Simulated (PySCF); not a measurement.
## Broadened absorption spectrum of C7H11BSi

C7H11BSi.
Numbering: `[SiH3:1][CH2:2][C:3]1=[CH:4][CH:5]=[CH:6][CH:7]=[CH:8][BH:9]1` (hydrogens: H10, H11, H12 on Si1; H13, H14 on C2; H15 on C4; H16 on C5; H17 on C6; H18 on C7; H19 on C8; H20 on B9)

Computed, not measured: PySCF, TDDFT CAM-B3LYP/def2-SVPD, vertical, gas phase, core orbitals frozen in the response. One conformer (not necessarily the lowest) at the PBE0-D3(BJ)/def2-SVP geometry, without solvent, vibrations or thermal averaging. Torsions of this conformer, `[SiH3:1][CH2:2][C:3]1=[CH:4][CH:5]=[CH:6][CH:7]=[CH:8][BH:9]1`: Si1–C2–C3–C4 -93°.

Computed states:

| state | E (eV) | f |
| --- | --- | --- |
| S1 | 4.30 | 0.129 |
| S2 | 4.47 | 0.170 |
| S3 | 5.56 | 0.0052 |
| S4 | 5.69 | 0.021 |
| S5 | 5.78 | 0.0047 |
| S6 | 5.83 | 0.339 |
| S7 | 5.96 | 0.107 |
| S8 | 6.10 | 0.447 |
| S9 | 6.37 | 0.0008 |
| S10 | 6.99 | 0.0047 |

Each state is given a Gaussian of 0.3 eV full width at half maximum, with ε(max) = 2.175×10⁸ f / Δν̃ (Δν̃ the width in cm⁻¹). The width is an assumption, not a result. The curve ends short of the highest state used, and states not computed would add to its high-energy end.

(1) What does the envelope look like, and where are its maxima?

(2) Coming from long wavelengths, where does ε first pass 100 L mol⁻¹ cm⁻¹?

(3) On this curve, what absorbance would a 10⁻⁵ mol/L sample give at 222 nm over a 1 cm path?

## Answers

(1) 
| λ (nm) | ε (L mol⁻¹ cm⁻¹) |
| --- | --- |
| 194.2 | 3411 |
| 196.5 | 10628 |
| 198.8 | 23687 |
| 201.1 | 38892 |
| 203.5 | 49698 |
| 205.8 | 52371 |
| 208.1 | 50615 |
| 210.4 | 47297 |
| 212.8 | 41430 |
| 215.1 | 32482 |
| 217.4 | 21959 |
| 219.7 | 12768 |
| 222.1 | 6315 |
| 224.4 | 2928 |
| 226.7 | 1290 |
| 229.0 | 555 |
| 231.4 | 223 |
| 233.7 | 88 |
| 236.0 | 32 |
| 238.3 | 11 |
| 240.7 | 3 |
| 243.0 | 1 |
| 245.3 | 1 |
| 247.6 | 2 |
| 250.0 | 9 |
| 252.3 | 32 |
| 254.6 | 104 |
| 256.9 | 290 |
| 259.3 | 736 |
| 261.6 | 1584 |
| 263.9 | 3036 |
| 266.2 | 5220 |
| 268.6 | 8251 |
| 270.9 | 11637 |
| 273.2 | 15084 |
| 275.5 | 18127 |
| 277.9 | 20451 |
| 280.2 | 21633 |
| 282.5 | 21750 |
| 284.8 | 20893 |
| 287.2 | 19147 |
| 289.5 | 16878 |
| 291.8 | 14259 |
| 294.2 | 11412 |
| 296.5 | 8798 |
| 298.8 | 6473 |
| 301.1 | 4541 |
| 303.5 | 2982 |
| 305.8 | 1899 |
| 308.1 | 1155 |
| 310.4 | 672 |
| 312.8 | 364 |
| 315.1 | 194 |
| 317.4 | 99 |
| 319.7 | 49 |
| 322.1 | 22 |

Maxima: 282 nm (4.40 eV), ε about 22000, made up of S1 (38%) and S2 (62%); 206 nm (6.03 eV), ε about 52000, made up of S6 (18%), S7 (16%) and S8 (66%) (ε in L mol⁻¹ cm⁻¹; maxima over ε = 5, shares over 10%).

(2) At about 317 nm (3.91 eV), 0.39 eV below S1.

(3) 222 nm is 5.585 eV, where ε is about 6500 L mol⁻¹ cm⁻¹, so A = ε c l ≈ 0.065 (Beer–Lambert, with the gas-phase spectrum and the assumed width).

All these states lie below the vertical ionisation energy of 8.41 eV (ΔSCF).
